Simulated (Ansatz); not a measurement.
Q: Name a neutral molecule of Al, C, Cl and H with HOMO–LUMO gap (PBE0/def2-TZVPP) between 6.40 and 6.70 eV and size of the dipole moment (PBE/def2-TZVPP) between 2.10 and 2.40 D (Ansatz, PBE0-D4/def2-TZVP geometry).

A: `[CH3][AlH][CH2]CCl` (6.49 eV, 2.26 D). Other molecules can fit too; these were computed, each in one conformer that needn't be the lowest.
